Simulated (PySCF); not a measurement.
carbazole (C12H9N), SMILES c1cc2[nH]c3c(c2cc1)cccc3. Heavy atoms are numbered as in [cH:1]1[cH:2][cH:3][c:4]2[c:5]([cH:6]1)[nH:7][c:8]1[cH:9][cH:10][cH:11][cH:12][c:13]21. Hydrogens are named by the atom that carries them.

Coordinates come from a B3LYP-D3(BJ)/def2-SVP optimisation.

Computed with PBE/def2-SVP (PySCF).

ESP charges are fitted to the potential on shells at 1.4 to 2.0 van der Waals radii. Atomic charges (e), one atom of each kind:

```
atom     ESP fit  Löwdin  Mulliken  meta-Löwdin
-------  -------  ------  --------  -----------
C1 (CH)    -0.08   -0.03      0.00        -0.11
C2 (CH)    -0.20   -0.05      0.01        -0.13
C3 (CH)    -0.12   -0.02     -0.05        -0.11
C4           ___   -0.04      0.05        -0.03
C5           ___    0.02      0.08         0.08
C6 (CH)      ___   -0.06     -0.04        -0.15
N7 (NH)    -0.54    0.06     -0.06        -0.18
H on C1     0.12    0.03     -0.01         0.11
H on C2      ___    0.03     -0.01         0.10
H on C3      ___    0.03     -0.03         0.11
H on C6     0.16    0.03     -0.04         0.10
H on N7      ___    0.09      0.11         0.23
```

Problem. Some entries are withheld; supply them. (The exact figures need the calculation; the answer reports its results.)

Solution. 
- C4, ESP fit: -0.07
- C5, ESP fit: 0.35
- C6 (CH), ESP fit: -0.33
- H on C2, ESP fit: 0.13
- H on C3, ESP fit: 0.13
- H on N7, ESP fit: 0.37

Problem. Give the Mayer and Wiberg (Löwdin basis) orders of the bonds. (The exact figures need the calculation; the answer reports its results.)

Solution. 
| bond | Mayer | Wiberg |
|---|---|---|
| C1–C2 | 1.34 | 1.42 |
| C2–C3 | 1.39 | 1.50 |
| C3–C4 | 1.34 | 1.38 |
| C4–C5 | 1.26 | 1.25 |
| C1–C6 | 1.38 | 1.49 |
| C5–C6 | 1.31 | 1.39 |
| C5–N7 | 1.14 | 1.22 |
| N7–C8 | 1.14 | 1.22 |
| C8–C9 | 1.31 | 1.39 |
| C9–C10 | 1.38 | 1.49 |
| C10–C11 | 1.34 | 1.42 |
| C11–C12 | 1.39 | 1.50 |
| C4–C13 | 1.13 | 1.16 |
| C8–C13 | 1.26 | 1.25 |
| C12–C13 | 1.34 | 1.38 |
